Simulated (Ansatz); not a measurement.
A nudged elastic band was laid between two geometries of AlClFH3O (7 atoms, charge 0, multiplicity 1).

Level of theory: Ansatz, RHF/def2-SVP.

```yaml
movable_images: 5
climbing_image: yes
spring: 5.0 eV/Å²
optimiser: quadratic models (default)
start_path: through a guess of the saddle point
force_threshold: 0.05 eV/Å
iteration_limit: 60
end_points: relaxed
```

Initial state:

```xyz
7
Properties=species:S:1:pos:R:3
Al -0.001 -0.259 0.209
H -0.022 -1.201 1.457
O 1.298 -0.154 -0.861
H 2.157 -0.535 -0.864
Cl -1.879 0.377 -0.617
F 0.114 1.603 1.117
H -0.598 2.093 0.812
```

Final state:

```xyz
7
Properties=species:S:1:pos:R:3
Al 0.043 0.724 -0.285
H -0.153 -0.410 1.775
O 1.463 -0.112 -0.532
H 1.708 -0.872 -1.027
Cl -1.774 0.105 -1.110
F 0.092 2.200 0.436
H -0.309 0.288 1.995
```

Problem. What changes between the two ends?

Solution. Bonds broken: Al1–H2, F6–H7. Bonds formed: H2–H7. AlClFH3O becomes AlClFHO + H2.

Problem. Give the energies along the band, and the barrier.

Solution. The run converged. The highest image is number 4 of 0 to 6, 0.72 eV above the first end and 1.73 eV above the last; the last end lies 1.01 eV below the first. Neighbouring images differ by up to 1.7 eV, so the band resolves the path poorly. A vibrational analysis at the climbing image gives one clearly imaginary mode, 1446i cm⁻¹: a first-order saddle point. The orbitals stay closed-shell, which can raise the energy where a bond breaks towards radicals; this wasn't checked here.

```json
{"image": "0", "path coordinate (Å)": "0.00", "energy (eV)": "0.00", "Al1–H2 (Å)": "1.56", "F6–H7 (Å)": "0.92", "H2–H7 (Å)": "3.41"}
{"image": "1", "path coordinate (Å)": "0.63", "energy (eV)": "0.07", "Al1–H2 (Å)": "1.57", "F6–H7 (Å)": "0.91", "H2–H7 (Å)": "3.12"}
{"image": "2", "path coordinate (Å)": "1.27", "energy (eV)": "0.11", "Al1–H2 (Å)": "1.57", "F6–H7 (Å)": "0.91", "H2–H7 (Å)": "2.68"}
{"image": "3", "path coordinate (Å)": "1.90", "energy (eV)": "0.23", "Al1–H2 (Å)": "1.59", "F6–H7 (Å)": "0.92", "H2–H7 (Å)": "1.89"}
{"image": "4", "path coordinate (Å)": "2.54", "energy (eV)": "0.72", "Al1–H2 (Å)": "1.72", "F6–H7 (Å)": "1.10", "H2–H7 (Å)": "1.12"}
{"image": "5", "path coordinate (Å)": "3.54", "energy (eV)": "-1.00", "Al1–H2 (Å)": "2.25", "F6–H7 (Å)": "2.26", "H2–H7 (Å)": "0.75"}
{"image": "6", "path coordinate (Å)": "4.54", "energy (eV)": "-1.01", "Al1–H2 (Å)": "2.36", "F6–H7 (Å)": "2.50", "H2–H7 (Å)": "0.75"}
```

Problem. What is the geometry of the highest image?

Solution. 
```xyz
7
Properties=species:S:1:pos:R:3:forces:R:3
Al -0.137 0.176 -0.092 0.00 -0.01 -0.01
H -0.256 -0.233 1.572 0.01 0.03 -0.01
O 1.222 -0.351 -0.899 0.00 0.00 0.01
H 2.145 -0.458 -0.767 0.00 0.00 0.00
Cl -1.991 0.210 -1.058 0.00 0.00 0.00
F 0.136 1.716 0.912 0.00 -0.04 0.02
H -0.050 0.865 1.583 0.00 0.01 0.00
```

The band took 21 iterations and of the order of 110 core-seconds.

Time of the run: 110 s on 1 thread of Arm Neoverse V1, with other jobs on the host, peak memory 0.14 GiB.
